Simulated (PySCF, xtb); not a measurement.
Ge(F)(Br)(OH)2 (BrFGeH2O2), SMILES [Ge]([Br])([OH])([F])[OH]. Other conformers were not sampled.

Harmonic wavenumbers (cm⁻¹) from GFN2-xTB in xtb 6.7.1 at its own minimum, in rising order: 115, 131, 174, 193, 196, 229, 253, 318, 461, 584, 622, 782, 796, 3618, 3632.

**Question.** What does PySCF with B3LYP-D3(BJ)/def2-SVP give at its own minimum? (The exact figures need the calculation; the answer reports its results.)

**Answer.** 111, 126, 171, 189, 233, 248, 268, 335, 703, 743, 762, 896, 919, 3816, 3831. Paired by order, the mean absolute difference is 85 cm⁻¹ and the zero-point energies are 17.3 and 19.1 kcal/mol.
